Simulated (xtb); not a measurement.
W(NH)2(Br)(SH) (BrH3N2SW), SMILES [W]([Br])(=[NH])(=[NH])[SH], multiplicity 1. All values are semi-empirical tight-binding results from xtb (GFN2-xTB unless named), good for trends rather than for accurate numbers. Geometry: GFN2-xTB. The spin state was assumed, not searched. The values are those of a single conformer.

For metal compounds this method's bond lengths and energies can be far off.

Q: Estimate the properties. (The exact figures need the calculation; the answer reports its results.)

A: 
```yaml
orbital_gap: 2.09 eV
zero_point_energy: 21.8 kcal/mol
G − E(el) at 298.15 K (modified RRHO): -0.5 kcal/mol
```
